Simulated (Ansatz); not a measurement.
Several settings on one geometry of ReO₂⁻ (that of the charge -1 singlet, PBE-D4/def2-TZVPD). Ansatz on 4 threads of Arm Neoverse V2 on a shared host; times are rough.

```xyz
3

Re    0.529   -0.015    0.083
O    -0.194    1.527   -0.218
O    -0.335   -1.512    0.135
```

Totals from different functionals, basis sets or treatments of relativity can't be compared as stabilities.

In the def2 sets Re takes a core potential; there is no spin–orbit coupling.

At PBE-D4/def2-TZVPD a triplet lies 0.67 eV below the restricted singlet of charge -1, at its own geometry.

The spins typed aren't always the lowest for that charge.

**Question.** Give the basis size and estimate the energy, ⟨S²⟩ and time of these runs.

| run | method | charge | state | further keys |
| --- | --- | --- | --- | --- |
| 1 | RKS CAM-B3LYP-D3(BJ)/def2-TZVPP | -1 | singlet | scf: {lower_state_search: full} |
| 2 | UKS ωB97/def2-TZVPD | -1 | singlet | scf: {omitted_lower_state_checks: [starts]}; forces asked |
| 3 | UKS ωPBEh/def2-TZVPD | 0 | doublet | scf: {lower_state_search: off}; forces asked |

**Answer.** 
```json
{"run": "1", "functions": "118", "energy (Eh)": "-228.7630", "⟨S²⟩": "–", "wall time": "2.9 s"}
{"run": "2", "functions": "123", "energy (Eh)": "-228.8386", "⟨S²⟩": "0.99", "wall time": "25 s"}
{"run": "3", "functions": "123", "energy (Eh)": "-228.6265", "⟨S²⟩": "1.45", "wall time": "1.3 s"}
```

The highest occupied level of an anion often lies above zero with these methods, and sets without diffuse functions describe the outer electron poorly. The restricted singlet is unstable towards broken spin symmetry at other levels; at RKS CAM-B3LYP-D3(BJ)/def2-TZVPP this wasn't settled. At UKS ωB97/def2-TZVPD the unrestricted singlet has broken spin symmetry (⟨S²⟩ up to 0.99). At UKS ωPBEh/def2-TZVPD the charge 0 doublet is spin-contaminated (final ⟨S²⟩ up to 1.45, 0.75 for a pure state).
